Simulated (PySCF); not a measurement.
Te²⁺: excitation energy

Te²⁺ [Kr] 4d10 5s2 5p2 (3P) → Te²⁺ [Kr] 4d10 5s1 5p2 5d1 (high-spin determinant), as a difference of total energies. All numbers are calculated (PySCF 2.14, scalar relativity through the core potential, in aug-cc-pVTZ-PP with one added diffuse shell each of d, f type with ECP28MDF (6s5p5d3f, 67 functions)). Correlated levels: valence: 4s2 4p6 4d10 frozen. The calculations carry no spin-orbit coupling.

| method | excitation energy (eV) |
| --- | --- |
| UHF | 19.091 |
| MP2 (valence) | 19.882 |
| SCS-MP2 (valence) | 20.297 |
| CCSD (valence) | 19.630 |
| CCSD(T) (valence) | 19.551 |

**Question.** How much does correlation contribute at CCSD(T) (valence)?

**Answer.** 19.551 − (19.091) = 0.460 eV, measured against UHF.

The promoted electron is Rydberg-like, and one or two diffuse shells describe it only roughly, which tends to raise the upper state.

The coupled-cluster amplitudes are large for the upper state (T1 above 0.03 or a double amplitude above 0.15), so a single reference is strained.

The determinant of the upper state mixes LS terms, which raises its energy above the lowest term, most at the Hartree-Fock and MP2 levels.
